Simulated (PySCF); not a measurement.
Computed IR spectrum (relative IR intensity) of a molecule C₂H₅ClGeO. Coordinates come from a PBE-D3(BJ)/def2-SVP optimisation. One conformer was computed; it need not be the lowest. All values below come from PBE-D3(BJ)/def2-SVP run with PySCF 2.14.0. Frequencies are harmonic and unscaled.

Lines under 2 % of the strongest are left out, and lines within 2 cm⁻¹ are merged.

ν (cm⁻¹): 74 (w), 139 (vw), 351 (w), 426 (m), 519 (vw), 559 (m), 633 (w), 694 (m), 760 (w), 807 (w), 918 (m), 1017 (s), 1123 (w), 1155 (vw), 1162 (w), 1183 (vw), 2042 (vs), 2935 (m), 2943 (m), 3050 (m) (against the strongest line: vs over 80 %, s over 45 %, m over 15 %, w over 4 %, vw less)

Q: Pick the molecule that these values belong to.
A) [CH3][Ge@H]([Cl])[CH]=O
B) [OH][GeH2]/[CH]=C/Cl
C) C=[C](Cl)[GeH2][OH]
D) [Cl][GeH]1[CH2]O[CH2]1

A: D, [Cl][GeH]1[CH2]O[CH2]1
